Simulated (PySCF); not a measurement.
Hf(OH)4 (H4HfO4), SMILES [OH][Hf]([OH])([OH])[OH], multiplicity 1.

Geometry: B3LYP-D3(BJ)/def2-SVP. The spin state was assumed, not searched. The isomer is the one that the SMILES or the coordinates give; other isomers of the formula were not compared. The def2 effective core potentials stand for the cores of Hf; spin–orbit coupling is left out. One conformer was computed; it need not be the lowest.

All values below come from PBE/def2-TZVP run with PySCF.

Symmetry labels are those of the subgroup D2 that the program uses (full group Td).

List the valence orbital energies around the gap with their symmetry. (An estimate is asked for; the answer gives what the named calculation found.)


| orbital | symmetry | energy (eV) |
|---|---|---|
| HOMO−7 | A | -7.88 |
| HOMO−6 | A | -7.88 |
| HOMO−5 | B1 | -7.29 |
| HOMO−4 | B2 | -7.29 |
| HOMO−3 | B3 | -7.29 |
| HOMO−2 | B1 | -6.72 |
| HOMO−1 | B2 | -6.72 |
| HOMO | B3 | -6.72 |
| LUMO | A | -0.60 |
| LUMO+1 | B1 | 0.53 |
| LUMO+2 | B2 | 0.53 |
| LUMO+3 | B3 | 0.53 |
